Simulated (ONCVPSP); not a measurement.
## nitrogen, ONCV: configuration errors across variants

ONCVPSP 4.0.1 input, shortened (lines: element, Z, core and valence counts, functional; n l f; lmax; l rc ep ncon nbas qcut; lloc lpopt rc5 dvloc0; l nproj debl; icmod fcfact rcfact), revPBE, scalar-relativistic:

```
  N 7.00    1    2  -102130      upf
    1    0    2.00
    2    0    2.00
    2    1    1.00
    1
    0    0.85    0.00    4    7    7.10
    1    2.05    0.00    4    9    6.70
    4    5    0.75    6.00
    0    2    1.30
    1    3    3.00
    0    0.00    0.00
```

In the s channel the program set the typed energies aside and used -1.809, 0.250 Ha.

All-electron excitation energies from the reference (eV): (1) 2s2 2p3 -42.320; (2) 2s2 2p2 -28.785; (3) 2s2 2p0 46.974; (4) 2s1 2p0 124.816.

2 further variants failed, have other tests or another functional or relativity, and are left out.

A true bound ghost makes a file unfit for plane-wave use even where its test errors are small: the radial tests pick states by their node count and pass the ghost by.

Errors AE − PS in meV (a dash: test not solved or not reliable):

```csv
change,(1),(2),(3),(4),bound ghosts,GHOST(+) flags above zero
base,+571,+233,+484,+1113,none,none
"s: rc 0.74; local potential polynomial inside 0.74 bohr (lpopt 5, dvloc0 6 Ha)",+571,+234,+487,+1116,none,s
p: rc 1.72,+343,+146,+337,+792,none,none
p: qcut 6.1,+688,+278,+563,+1279,none,none
s: nproj 1,+577,+235,+490,+1127,none,none
"local potential polynomial inside 0.70 bohr (lpopt 1, dvloc0 2 Ha)",+571,+233,+484,+1113,none,none
"local potential polynomial inside 0.75 bohr (lpopt 5, dvloc0 9.5 Ha)",+571,+233,+484,+1113,none,none
"all radii scaled by about 0.84 (s 0.72, p 1.72 bohr); local potential polynomial inside 0.62 bohr (lpopt 5, dvloc0 6 Ha)",+346,+147,+340,+795,s,s
"s: ncon 5, nbas 8",+571,+233,+484,+1113,none,s
```

(1) Give the same row for: s: qcut 6.2.

Results:

(1) +577, +235, +490, +1113; bound ghosts: none; GHOST(+) flags above zero: s.
